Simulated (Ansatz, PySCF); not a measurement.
Complex: C2H2 (SMILES C#C) (first 4 atoms) with H4OSi (SMILES O[SiH3]); geometry from B3LYP-D3(BJ)/def2-TZVP.
(charge 0, multiplicity 1):
```xyz
10

C     -0.1462    -0.0704     0.1070
C     -1.2130    -0.4562     0.4912
H      0.7993     0.2748    -0.2365
H     -2.1626    -0.7955     0.8292
O      0.6049    -0.9475     3.1967
Si     0.4191     0.4317     4.0806
H      0.2757    -0.9300     2.2897
H      1.1296     1.5825     3.4668
H      0.9921     0.1508     5.4127
H     -1.0104     0.8086     4.2240
```

Basis-set superposition error: the interaction energy with monomers in their own basis, and in the dimer's basis (counterpoise).

The values were computed with Ansatz (Gaussian orbitals); PySCF for 6-31G* rows. Values without a source in brackets are computed.

| level | uncorrected (kcal/mol) | counterpoise (kcal/mol) | difference |
|---|---|---|---|
| HF/6-31G* | -2.68 | -1.40 | 1.28 |
| HF/aug-cc-pV(D+d)Z | -1.31 | -1.02 | 0.30 |
| PBE/def2-TZVPPD | -3.10 | -2.99 | 0.11 |
| B3LYP/def2-TZVPPD | -2.15 | -2.05 | 0.10 |
| BHLYP/def2-TZVPPD | -2.54 | -2.46 | 0.07 |
| wB97X-V/def2-TZVPPD | -3.71 | -3.64 | 0.08 |
| B2PLYP/def2-TZVPPD | -2.83 | -2.59 | 0.24 |
| MP2/6-31G* | -4.52 | -2.37 | 2.15 |
| MP2/aug-cc-pV(D+d)Z | -4.20 | -2.97 | 1.24 |
| CCSD/aug-cc-pV(D+d)Z | -3.62 | -2.44 | 1.18 |

The error is largest for MP2/6-31G* (2.15 kcal/mol) and smallest for BHLYP/def2-TZVPPD (0.07 kcal/mol).

Ansatz is a program for electronic structure.
